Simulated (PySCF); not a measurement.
A structure optimised at PBE0-D3(BJ)/def2-SVP, used in a PySCF frequency run:

```xyz
7

O     -1.0959    -0.3946    -1.0549
P     -0.0775    -0.0302     0.0150
O     -0.9419     0.1876     1.2500
O      0.8379     1.2286    -0.3898
O      1.0645    -1.1108     0.2593
H      0.3181     1.9924    -0.6742
H      1.9275    -0.8262    -0.0681
```
Charge 0, spin multiplicity 2.

Write its SMILES and formula.

[O]P(=O)(O)O, H₂O₄P

What are its rotational constants (standard atomic weights)?

5.1441, 4.5085, 4.2116 GHz
